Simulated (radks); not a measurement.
Spherical jellium clusters: N electrons in a uniform positive sphere of charge N and radius rs N^(1/3), rs = 4.61 bohr. Calculated with a radial shooting solver with Libxc functionals: non-relativistic Kohn-Sham, LDA (Slater exchange, Perdew-Wang correlation), spin-polarised, spherical densities. Levels are named by radial order and angular momentum (1s, 1p, 1d, 2s, ...), and open shells are averaged over m. Each electron was tried in the lowest free levels, single moves between levels near the top were tried too, and the lowest total energy was kept; such a search can miss a lower state. Energies include the self-energy of the background; IP and EA are vertical (highest electron removed, lowest free level filled), at fixed background; spill-out counts the electrons outside the background radius R, and alpha is the static dipole polarisability from linear response (closed shells only). A dash means not computed or, for alpha, an open shell; in EA it means that no bound solution was reached, which is typical of self-interaction and does not show that the anion is unstable. Real open-shell clusters deform, which this model forbids.

N	open shells	2S	E/N (eV)	E(N+1) + E(N-1) - 2E(N) (eV)	IP (eV)	EA (eV)	-e(HOMO) (eV)	spill-out (e)	alpha/R^3
1	1s(up 1, down 0)	1	-1.317	-	-	-	2.748	0.34	-
2	none	0	-1.680	0.868	4.725	-	2.858	0.49	1.523
3	1p(up 1, down 0)	1	-1.512	-0.545	3.529	-	2.020	0.76	-
4	1p(up 2, down 0)	2	-1.564	-0.365	3.962	-	2.448	0.91	-
5	1p(up 3, down 0)	3	-1.668	0.273	4.195	-	2.719	1.02	-
6	1p(up 3, down 1)	2	-1.692	-0.298	3.810	-	2.479	1.15	-
7	1p(up 3, down 2)	1	-1.752	-0.213	4.038	1.472	2.719	1.25	-
8	none	0	-1.824	0.929	4.184	-	2.890	1.34	1.362
9	1d(up 1, down 0)	1	-1.776	-0.218	3.196	-	2.017	1.49	-
10	1d(up 2, down 0)	2	-1.760	-0.183	3.389	1.112	2.224	1.62	-
11	1d(up 3, down 0)	3	-1.763	-0.155	3.540	1.289	2.391	1.72	-
12	1d(up 4, down 0)	4	-1.779	-0.132	3.660	1.439	2.528	1.81	-
13	1d(up 5, down 0)	5	-1.802	0.291	3.757	1.178	2.642	1.89	-
14	1d(up 5, down 1)	4	-1.802	-0.143	3.433	1.344	2.371	1.99	-
15	1d(up 5, down 2)	3	-1.810	-0.122	3.554	1.484	2.503	2.08	-
16	1d(up 5, down 3)	2	-1.826	-0.105	3.653	1.604	2.613	2.16	-
17	1d(up 5, down 4)	1	-1.846	-0.092	3.735	1.709	2.708	2.23	-
18	none	0	-1.868	0.185	3.804	1.560	2.789	2.30	1.277
19	2s(up 1, down 0)	1	-1.879	0.193	3.598	1.419	2.602	2.45	-
20	none	0	-1.879	0.250	3.402	1.182	2.442	2.64	1.303
21	1f(up 1, down 0)	1	-1.867	-0.098	3.163	1.291	2.215	2.72	-
22	1f(up 2, down 0)	2	-1.860	-0.089	3.245	1.388	2.306	2.79	-
23	1f(up 3, down 0)	3	-1.858	-0.082	3.318	1.477	2.387	2.86	-
24	1f(up 4, down 0)	4	-1.860	-0.075	3.383	1.557	2.460	2.92	-
25	1f(up 5, down 0)	5	-1.864	-0.068	3.441	1.631	2.527	2.98	-
26	1f(up 6, down 0)	6	-1.871	-0.063	3.493	1.699	2.587	3.04	-
27	1f(up 7, down 0)	7	-1.879	0.252	3.541	1.457	2.642	3.10	-
28	1f(up 7, down 1)	6	-1.878	-0.073	3.274	1.538	2.398	3.16	-
29	1f(up 7, down 2)	5	-1.880	-	3.336	1.612	2.466	3.23	-

All shells are closed at N = 2, 8, 18, 20 (there: 1s2 1p6 1d10 2s2); the second difference of the energy has clear peaks (12 % above both neighbours; the first and last values, which can be the largest, are not judged, and half-filled shells can peak too) at N = 5, 8, 13, 20, 27.
